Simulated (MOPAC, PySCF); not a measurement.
C7H18O3Sn, SMILES `C[C]([Sn]([O]C)([O]C)[O]C)(C)C`, neutral singlet in the gas phase. In the def2 sets core potentials replace the inner electrons of Sn.

Z-matrix (Å, degrees):
```
Sn
O 1 1.9777
C 2 1.4021 1 122.11
H 3 1.1038 2 108.80 1 155.24
H 3 1.1050 4 107.78 2 122.93
H 3 1.1073 4 107.37 5 115.69
O 1 1.9887 2 109.84 3 81.49
C 7 1.3991 1 121.15 2 -37.42
H 8 1.1037 7 108.80 1 178.73
H 8 1.1071 9 107.35 7 122.38
H 8 1.1081 9 107.20 10 115.15
O 1 1.9896 2 102.64 3 -30.19
C 12 1.3996 1 121.37 2 150.85
H 13 1.1039 12 108.95 1 -157.50
H 13 1.1067 14 107.53 12 -123.16
H 13 1.1081 14 107.18 15 -115.06
C 1 2.1610 2 110.94 3 -157.76
C 17 1.5251 1 107.76 2 59.10
H 18 1.1008 17 111.84 1 -59.58
H 18 1.1013 19 108.06 17 -123.72
H 18 1.1052 19 107.69 20 -115.89
C 17 1.5257 18 111.59 19 -177.81
H 22 1.1010 17 112.00 18 177.74
H 22 1.1015 23 108.23 17 124.06
H 22 1.1053 23 107.56 24 115.62
C 17 1.5261 18 111.43 19 57.15
H 26 1.1009 17 111.84 18 -177.66
H 26 1.1011 27 108.16 17 -123.66
H 26 1.1054 27 107.71 28 -116.01
```
Charge 0, spin multiplicity 1.

All levels are single points at this geometry (PBE0-D3(BJ)/def2-SVP); Pople sets use spherical d functions. Orbital energies aren't observables, and empty levels follow the basis.

PBE-D3(BJ)/def2-SVP in PySCF gives dipole (D) = 1.50.

Estimate the dipole (D) from each of these levels: CAM-B3LYP-D3(BJ)/def2-SVP in PySCF; PBE0-D3(BJ)/def2-SVP in PySCF; B3LYP/6-31G* (LANL2DZ on Sn) in PySCF; PBE/6-31G* (LANL2DZ on Sn) in PySCF; HF/6-31G* (LANL2DZ on Sn) in PySCF; AM1 in MOPAC; PM3 in MOPAC; PM6 in MOPAC; PM7 in MOPAC.


```tsv
level	dipole (D)
CAM-B3LYP-D3(BJ)/def2-SVP in PySCF	1.45
PBE0-D3(BJ)/def2-SVP in PySCF	1.50
B3LYP/6-31G* (LANL2DZ on Sn) in PySCF	1.52
PBE/6-31G* (LANL2DZ on Sn) in PySCF	1.54
HF/6-31G* (LANL2DZ on Sn) in PySCF	1.54
AM1 in MOPAC	1.52
PM3 in MOPAC	1.17
PM6 in MOPAC	1.20
PM7 in MOPAC	1.10
```
